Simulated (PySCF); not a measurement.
**Radial density of F⁺ (fluorine, charge +1)**

MN15, [He] 2s2 2p4, high-spin 3P determinant. Calculation: PySCF 2.14, in aug-cc-pVQZ-DK (6s5p4d3f2g, 80 functions); the spin-free X2C one-electron Hamiltonian (Gaussian nucleus).

```
r (bohr)  4πr²ρ (e/bohr)  4πr²(ρα − ρβ)
 0.00279         0.04544        -0.0001
 0.00469          0.1211        -0.0002
 0.00790          0.3176        -0.0006
  0.0133          0.8050        -0.0014
  0.0223           1.918        -0.0031
  0.0376           4.102        -0.0048
  0.0632           7.320         0.0013
   0.106           9.675         0.0524
   0.179           8.000         0.2632
   0.301           4.419         0.8664
   0.506           5.033         1.7359
   0.851           5.533         1.7558
    1.43           2.188         0.6908
    2.41          0.2072         0.0643
    4.05        0.003265         0.0010
```

Densities and radii are taken from the X2C orbitals without a picture-change correction, which distorts them close to the nucleus.

Task: Where is the radial spin density 4πr²(ρα − ρβ) most negative, and why is it negative at all?

Result: Around r = 0.0376 bohr, down to -0.0048 e/bohr: exchange with the open shell polarises the paired shells in an unrestricted calculation.
